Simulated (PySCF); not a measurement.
Gd: ionisation energy

Gd [Xe] 4f7 5d1 6s2 (9D) → Gd⁺ [Xe] 4f7 5d1 6s1 (10D), as a difference of total energies. Computed with PySCF 2.14 in cc-pVDZ-X2C, with the spin-free X2C one-electron Hamiltonian (Gaussian nucleus). Correlated levels: valence: [Kr] 4d10 frozen. The calculations carry no spin-orbit coupling.

| method | ionisation energy (eV) |
| --- | --- |
| UHF | 4.943 |
| MP2 (valence) | 5.925 |
| SCS-MP2 (valence) | 5.976 |
| CCSD (valence) | 5.956 |
| CCSD(T) (valence) | 6.078 |

Errors of the correlated levels include the incompleteness of this basis and the frozen core.

The coupled-cluster amplitudes are large for Gd (T1 above 0.03 or a double amplitude above 0.15), so a single reference is strained.

Task: Which method comes closest to the reference value, and which is furthest?

Result: The reference is 6.163 eV (measured; NIST levels, between the centres of gravity of the two terms). Closest: CCSD(T) (valence) (error -0.085 eV); furthest: UHF (error -1.220 eV).
